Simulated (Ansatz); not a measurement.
Geometry optimisation, Ansatz, RKS PBE/def2-mTZVP.

input.yaml

```yaml
crystal:
  periodic: [false, false, false]
  atoms:
    - { symbol: B, position_ang: [0.0, 0.0, 0.0] }
    - { symbol: O, position_ang: [0.0, 0.0, 1.76] }
    - { symbol: H, position_ang: [-0.9095, -0.2814, 2.0971] }
    - { symbol: Cl, position_ang: [1.6108, 0.0, -0.93] }
    - { symbol: C, position_ang: [-1.3856, 0.0, -0.8] }
    - { symbol: H, position_ang: [-1.9458, -0.9305, -0.5708] }
    - { symbol: H, position_ang: [-1.9898, 0.8797, -0.4946] }
    - { symbol: H, position_ang: [-1.1839, 0.0508, -1.8903] }
    - { symbol: Br, position_ang: [0.4991, 2.1638, 0.7379] }
    - { symbol: H, position_ang: [0.2518, 1.0916, 1.7348] }
basis:
  gaussian: { orbitals: def2-mTZVP }
hamiltonian:
  xc: pbe
relax:
  f_tol: 0.15
  max_steps: 25
  restrain:
    - { distance: [0, 8], at: 2.04, k: 30.0 }
    - { distance: [9, 1], at: 1.01, k: 30.0 }
    - { distance: [0, 1], at: 2.61, k: 30.0 }
    - { distance: [9, 8], at: 2.75, k: 30.0 }
output:
  orbitals: {}
```

Run as:

```bash
$ ansatz run input.yaml --threads 4 --pin off --max-ram 5120MiB --backend cpu --events-out ev --progress --plain --runs-dir out
```

**Question.** Where does it end, and by what steps?

**Answer.** The forces met the threshold. The restraints hold the end off the free minimum. After 7 steps the energy has fallen by 2.231 eV (the restraints' own energy left out); B1 moved furthest, 0.71 Å. Parted: Br9–H10 (1.48 → 2.75 Å).

```json
{"step": "0", "energy less start (eV)": "0.0000", "largest force component (eV/Å)": "5.214", "accepted": "yes"}
{"step": "1", "energy less start (eV)": "-0.9169", "largest force component (eV/Å)": "2.541", "accepted": "yes"}
{"step": "2", "energy less start (eV)": "-1.2384", "largest force component (eV/Å)": "2.393", "accepted": "yes"}
{"step": "3", "energy less start (eV)": "-1.6188", "largest force component (eV/Å)": "1.512", "accepted": "yes"}
{"step": "4", "energy less start (eV)": "-2.0165", "largest force component (eV/Å)": "1.561", "accepted": "yes"}
{"step": "5", "energy less start (eV)": "-2.1821", "largest force component (eV/Å)": "0.669", "accepted": "yes"}
{"step": "6", "energy less start (eV)": "-2.2042", "largest force component (eV/Å)": "0.582", "accepted": "yes"}
{"step": "7", "energy less start (eV)": "-2.2313", "largest force component (eV/Å)": "0.591", "accepted": "yes"}
```

```xyz
10
Properties=species:S:1:pos:R:3
B 0.126 0.540 -0.436
O -0.096 -0.209 2.050
H -1.049 -0.066 2.212
Cl 1.561 -0.410 -0.799
C -1.310 0.085 -0.850
H -1.458 -0.995 -0.719
H -2.110 0.618 -0.318
H -1.441 0.290 -1.927
Br 0.428 2.444 0.163
H 0.296 0.675 2.267
```

The run took 13 s on 4 threads of Arm Neoverse V2, with other jobs on the host, peak memory 0.2 GiB.
